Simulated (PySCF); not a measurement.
SeSn, SMILES [Se]=[Sn] (connectivity only; charge and spin as stated), neutral, multiplicity 1.

Geometry: r2SCAN-D4/def2-TZVP. The def2 effective core potentials stand for the cores of Sn; spin–orbit coupling is left out.

Method: r2SCAN-D4/def2-TZVP run with PySCF.

Frequencies are harmonic and unscaled.

Computed harmonic wavenumbers and intensities:
```
mode  ν (cm⁻¹)  IR (km/mol)  Raman (Å⁴/amu)  depolarisation  moving atoms (share of kinetic energy)
----  --------  -----------  --------------  --------------  --------------------------------------
1          335         16.2            24.6            0.24                        Se 60 %, Sn 40 %
```
